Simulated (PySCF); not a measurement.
Task: What does the GFN2-xTB structure of `CCC(C)(F)CC` ((CH3CH2)2CFCH3) look like in three dimensions?

Result: 
```
atom  x, y, z in Å
C1     1.897    1.009    0.471
C2     1.215   -0.339    0.262
C3     0.118   -0.320   -0.809
C4    -0.454   -1.720   -1.017
F5     0.735    0.037   -2.018
C6    -0.976    0.729   -0.578
C7    -1.740    0.564    0.729
H8     2.252    1.400   -0.480
H9     1.218    1.733    0.914
H10    2.750    0.892    1.136
H11    0.783   -0.694    1.199
H12    1.966   -1.067   -0.056
H13   -0.884   -2.096   -0.094
H14    0.337   -2.394   -1.336
H15   -1.221   -1.699   -1.788
H16   -0.512    1.716   -0.612
H17   -1.671    0.670   -1.418
H18   -2.231   -0.404    0.777
H19   -2.505    1.333    0.803
H20   -1.081    0.661    1.587
```

Orientation and origin are arbitrary. Atoms count from 1 in this order. Of the pairs four or more bonds apart, C1···H16 is among the closest relative to their van der Waals radii: 2.73 Å, 94 % of the sum of Bondi's values.

Bonds between heavy atoms (Å): C1–C2 1.525, C2–C3 1.533, C3–C4 1.526, C3–F5 1.403, C3–C6 1.533, C6–C7 1.523.

Structure optimised with GFN2-xTB, isolated species.

Point group: C1 (no symmetry element, even within 0.4 Å). No frequency check. The numbers are those of one conformer (C1–C2–C3–C4 177°, C2–C3–C6–C7 -60°).

The numbers are calculated, not measured.
